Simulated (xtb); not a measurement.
C₃ (SMILES [C]=C=[C]), singlet, from a rough starting geometry; xtb with GFN2-xTB.

xtb was given this input:
```
$ xtb mol.xyz --gfn 2 --opt vtight --json

# file mol.xyz
3

C     -1.26981640     0.09129850     0.02679931
C     -0.02047152     0.04295884     0.01974705
C      1.26617480    -0.03502906    -0.01123574
```

The log (banner, timings and long lists left out):

```
   ID    Z sym.   atoms
    1    6 C      1-3

           -------------------------------------------------
          |                Calculation Setup                |
           -------------------------------------------------

           -------------------------------------------------
          |                 G F N 2 - x T B                 |
           -------------------------------------------------

          ...................................................
          :                      SETUP                      :
          :.................................................:
          :  # basis functions                  12          :
          :  # atomic orbitals                  12          :
          :  # shells                            6          :
          :  # electrons                        12          :
          :  max. iterations                   250          :
          :  Hamiltonian                  GFN2-xTB          :
          :  restarted?                      false          :
          :  GBSA solvation                  false          :
          :  PC potential                    false          :
          :  electronic temp.          300.0000000     K    :
          :  accuracy                    1.0000000          :
          :  -> integral cutoff          0.2500000E+02      :
          :  -> integral neglect         0.1000000E-07      :
          :  -> SCF convergence          0.1000000E-05 Eh   :
          :  -> wf. convergence          0.1000000E-03 e    :
          :  Broyden damping             0.4000000          :
          :  net charge                          0          :
          :  unpaired electrons                  0          :
          ...................................................

 iter      E             dE          RMSdq      gap      omega  full diag
   1     -6.2093999 -0.620940E+01  0.178E+01    1.32       0.0  T
   2     -6.2090058  0.394111E-03  0.105E+01    1.08       1.0  T
   3     -5.7481931  0.460813E+00  0.932E+00    0.73       1.0  T
   4     -6.1768521 -0.428659E+00  0.396E+00    1.21       1.0  T
   5     -6.2318124 -0.549603E-01  0.112E+00    1.26       1.0  T
   6     -6.2343940 -0.258158E-02  0.676E-01    1.25       1.0  T
   7     -6.2342529  0.141077E-03  0.405E-01    1.27       1.0  T
   8     -6.2349152 -0.662289E-03  0.406E-02    1.25       1.4  T
   9     -6.2349134  0.177841E-05  0.338E-02    1.25       1.7  T
  10     -6.2349179 -0.445985E-05  0.588E-03    1.25       9.8  T
  11     -6.2349181 -0.174515E-06  0.904E-04    1.25      63.9  T
  12     -6.2349181 -0.352339E-08  0.373E-04    1.25     155.0  T

   *** convergence criteria satisfied after 12 iterations ***

         :::::::::::::::::::::::::::::::::::::::::::::::::::::
         ::                     SUMMARY                     ::
         :::::::::::::::::::::::::::::::::::::::::::::::::::::
         :: total energy              -6.089460612604 Eh    ::
         :: gradient norm              0.077630024000 Eh/a0 ::
         :: HOMO-LUMO gap              1.248988552476 eV    ::
         ::.................................................::
         :: SCC energy                -6.234918076719 Eh    ::
         :: -> isotropic ES           -0.019318431458 Eh    ::
         :: -> anisotropic ES          0.000086048622 Eh    ::
         :: -> anisotropic XC          0.014623421582 Eh    ::
         :: -> dispersion             -0.001033649905 Eh    ::
         :: repulsion energy           0.145457464115 Eh    ::
         :: add. restraining           0.000000000000 Eh    ::
         :: total charge              -0.000000000063 e     ::
         :::::::::::::::::::::::::::::::::::::::::::::::::::::

      -----------------------------------------------------------
     |                   =====================                   |
     |                        A N C O P T                        |
     |                   =====================                   |
     |               Approximate Normal Coordinate               |
     |                Rational Function Optimizer                |
      -----------------------------------------------------------
      -----------------------------------------------------------
     |                   =====================                   |
     |                        A N C O P T                        |
     |                   =====================                   |
     |               Approximate Normal Coordinate               |
     |                Rational Function Optimizer                |
      -----------------------------------------------------------

          ...................................................
          :                      SETUP                      :
          :.................................................:
          :   optimization level         verytight          :
          :   max. optcycles                   200          :
          :   ANC micro-cycles                  20          :
          :   degrees of freedom                 3          :
          :.................................................:
          :   RF solver                   davidson          :
          :   write xtbopt.log                true          :
          :   linear?                        false          :
          :   energy convergence         0.1000000E-06 Eh   :
          :   grad. convergence          0.2000000E-03 Eh/α :
          :   maxmium RF displ.          1.0000000          :
          :   Hlow (freq-cutoff)         0.1000000E-01      :
          :   Hmax (freq-cutoff)         5.0000000          :
          :   S6 in model hess.         20.0000000          :
          ...................................................

generating ANC from exact Hessian ...
Using Lindh-Hessian (1995)
 Shifting diagonal of input Hessian by    0.0000000000000000
 Lowest  eigenvalues of input Hessian
[...]
 * total energy  :    -6.0894606 Eh     change       -0.5479670E-09 Eh
 * total energy  :    -6.0913567 Eh     change       -0.1896136E-02 Eh
 * total energy  :    -6.0913743 Eh     change       -0.1750254E-04 Eh
 * total energy  :    -6.0913744 Eh     change       -0.1838523E-06 Eh
 * total energy  :    -6.0913745 Eh     change       -0.6382873E-07 Eh
   *** GEOMETRY OPTIMIZATION CONVERGED AFTER 5 ITERATIONS ***
[...]

          ...................................................
          :                      SETUP                      :
          :.................................................:
          :  # basis functions                  12          :
          :  # atomic orbitals                  12          :
          :  # shells                            6          :
          :  # electrons                        12          :
          :  max. iterations                   250          :
          :  Hamiltonian                  GFN2-xTB          :
          :  restarted?                      false          :
          :  GBSA solvation                  false          :
          :  PC potential                    false          :
          :  electronic temp.          300.0000000     K    :
          :  accuracy                    1.0000000          :
          :  -> integral cutoff          0.2500000E+02      :
          :  -> integral neglect         0.1000000E-07      :
          :  -> SCF convergence          0.1000000E-05 Eh   :
          :  -> wf. convergence          0.1000000E-03 e    :
          :  Broyden damping             0.4000000          :
          :  net charge                          0          :
          :  unpaired electrons                  0          :
          ...................................................

 iter      E             dE          RMSdq      gap      omega  full diag
   1     -6.2203048 -0.622030E+01  0.435E-05    1.31       0.0  T
   2     -6.2203048  0.312221E-10  0.761E-05    1.31     758.3  T
   3     -6.2203048 -0.271276E-10  0.432E-05    1.31    1335.5  T

   *** convergence criteria satisfied after 3 iterations ***

         :::::::::::::::::::::::::::::::::::::::::::::::::::::
         ::                     SUMMARY                     ::
         :::::::::::::::::::::::::::::::::::::::::::::::::::::
         :: total energy              -6.091374499755 Eh    ::
         :: gradient norm              0.000052883896 Eh/a0 ::
         :: HOMO-LUMO gap              1.310083305044 eV    ::
         ::.................................................::
         :: SCC energy                -6.220304756587 Eh    ::
         :: -> isotropic ES           -0.020244097812 Eh    ::
         :: -> anisotropic ES          0.000044261087 Eh    ::
         :: -> anisotropic XC          0.014873217118 Eh    ::
         :: -> dispersion             -0.001032275427 Eh    ::
         :: repulsion energy           0.128930256832 Eh    ::
         :: add. restraining           0.000000000000 Eh    ::
         :: total charge              -0.000000000019 e     ::
         :::::::::::::::::::::::::::::::::::::::::::::::::::::

           -------------------------------------------------
          |                Property Printout                |
           -------------------------------------------------

    * Orbital Energies and Occupations

         #    Occupation            Energy/Eh            Energy/eV
      -------------------------------------------------------------
         1        2.0000           -0.6975424             -18.9811
         2        2.0000           -0.6702055             -18.2372
         3        2.0000           -0.5197674             -14.1436
         4        2.0000           -0.5196727             -14.1410
         5        2.0000           -0.5163723             -14.0512
         6        2.0000           -0.4560541             -12.4099 (HOMO)
         7                         -0.4079095             -11.0998 (LUMO)
         8                         -0.4078897             -11.0992
         9                         -0.1972674              -5.3679
        10                         -0.1971679              -5.3652
        11                          0.2675542               7.2805
        12                          1.0148198              27.6147
      -------------------------------------------------------------
                  HL-Gap            0.0481447 Eh            1.3101 eV
             Fermi-level           -0.4322941 Eh          -11.7633 eV

     #   Z          covCN         q      C6AA      α(0)
     1   6 C        0.982    -0.051    37.488    10.284
     2   6 C        1.962     0.101    28.553     8.629
     3   6 C        0.982    -0.051    37.488    10.284

 Mol. C6AA /au·bohr⁶  :        309.328218
 Mol. C8AA /au·bohr⁸  :       8946.309606
 Mol. α(0) /au        :         29.198082

Wiberg/Mayer (AO) data.
largest (>0.10) Wiberg bond orders for each atom

 ---------------------------------------------------------------------------
     #   Z sym  total        # sym  WBO       # sym  WBO       # sym  WBO
 ---------------------------------------------------------------------------
     1   6 C    2.570 --     2 C    1.988     3 C    0.582
     2   6 C    3.975 --     1 C    1.988     3 C    1.988
     3   6 C    2.570 --     2 C    1.988     1 C    0.582
 ---------------------------------------------------------------------------

Topologies differ in total number of bonds
Writing topology from bond orders to xtbtopo.mol

molecular dipole:
                 x           y           z       tot (Debye)
 q only:        0.000       0.003       0.002
   full:        0.001       0.014       0.012       0.047
molecular quadrupole (traceless):
                xx          xy          yy          xz          yz          zz
 q only:       -0.599       0.045       0.298       0.013      -0.000       0.300
  q+dip:       -1.718       0.128       0.857       0.038      -0.000       0.861
   full:       -5.402       0.403       2.693       0.121      -0.006       2.709

optimized geometry written to: xtbopt.xyz

           -------------------------------------------------
          | TOTAL ENERGY               -6.091374499755 Eh   |
          | GRADIENT NORM               0.000052883896 Eh/α |
          | HOMO-LUMO GAP               1.310083305044 eV   |
           -------------------------------------------------
```
